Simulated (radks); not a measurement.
Values are calculated unless marked as measured or tabulated.
Task: Species: Rb VIII. Configuration: [Ar] 3d10 4s2. Level of theory: Dirac Kohn-Sham, relativistic LDA (MacDonald-Vosko exchange, VWN5 correlation), spin-unpolarised, spherical densities, finite nucleus; Fermi nuclear charge, rms radius 4.2036 fm (a radial shooting solver on a logarithmic mesh with Libxc functionals). Some entries of the table are withheld. Estimate them.

| orbital | occ. | eigenvalue (eV) | <1/r> (bohr^-1) | <r> (bohr) |
|---|---|---|---|---|
| 1s1/2 | 2 | -15064.62 | (1) | (2) |
| 2s1/2 | 2 | -2111.005 | 8.480 | 0.1780 |
| 2p1/2 | 2 | -1928.767 | 8.461 | 0.1525 |
| 2p3/2 | 4 | -1868.377 | 8.151 | 0.1566 |
| 3s1/2 | 2 | -405.5614 | 2.826 | 0.5103 |
| 3p1/2 | 2 | (3) | 2.720 | 0.5100 |
| 3p3/2 | 4 | (4) | 2.646 | 0.5203 |
| 3d3/2 | 4 | -214.2527 | (5) | 0.5154 |
| 3d5/2 | 6 | -212.6678 | (6) | 0.5189 |
| 4s1/2 | 2 | (7) | 1.068 | 1.274 |

Result: 
(1) 1s1/2 <1/r> (bohr^-1): 37.75
(2) 1s1/2 <r> (bohr): 0.04043
(3) 3p1/2 eigenvalue (eV): -339.7239
(4) 3p3/2 eigenvalue (eV): -330.5435
(5) 3d3/2 <1/r> (bohr^-1): 2.426
(6) 3d5/2 <1/r> (bohr^-1): 2.407
(7) 4s1/2 eigenvalue (eV): -125.9347
